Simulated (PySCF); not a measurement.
Bond curve of PI⁺

Set-up: P x2c-SVPall, I x2c-SVPall; spin-free X2C with a Gaussian nucleus (PySCF 2.14). Energies in eV from P + I⁺ in their ground configurations at the same level. All curves are PBE0. state 1: ²Π (doublet), unpaired electrons π ↑; state 2: ⁴Π (quartet), unpaired electrons π ↑↑↑, a second solution, started from another occupation; state 3: sextet, unpaired electrons σ ↑↑, π ↑↑↑, a second solution, started from another occupation.

```csv
R (Å),state 1,state 2,state 3
1.961,-2.584,1.259,8.5070
2.052,-3.455,-0.159,6.5218
2.143,-3.917,-1.124,5.0117
2.212,-4.072,-1.629,4.1160
2.280,-4.108,-1.992,3.3794
2.348,-4.055,-2.245,2.7715
2.440,-3.891,-2.452,2.1203
2.554,-3.605,-2.563,1.5033
2.690,-3.235,-2.555,0.9737
2.873,-2.782,-2.413,0.5121
```

Put a parabola through the three lowest points of the state 1 curve and estimate Re, k and ωe (reduced mass 24.9 u; 1 eV/Å² = 0.16022 mdyn/Å; ωe = 1302.8·√(k/μ) cm⁻¹).

Through R = 2.212, 2.28, 2.348 Å the second-order coefficient is 9.62 eV/Å², so Re ≈ 2.274 Å, k ≈ 3.08 mdyn/Å and ωe ≈ 458 cm⁻¹. A polynomial fit of higher order to the unrounded PBE0 energies gives Re = 2.270 Å, k = 3.16 mdyn/Å, ωe = 464 cm⁻¹; anharmonicity and rounding make the difference.

The higher-order fit for each curve: state 1: Re = 2.270 Å, ωe = 464 cm⁻¹, De = 4.11 eV; state 2: Re = 2.611 Å, ωe = 268 cm⁻¹, minimum 2.57 eV below the ground-state fragments. State 3 gave no clean fit.

⟨S²⟩ of the unrestricted solution departs from its pure value on part of the curve, where spin states mix. Spin–orbit coupling is left out, which matters for elements this heavy, above all for dissociation energies. For an ion De counts to the pair picked by the measured ionisation energies or electron affinities, which need not be the lowest pair at this level. The state is the lowest determinant that a PBE0 search found; another state may lie lower at other levels.
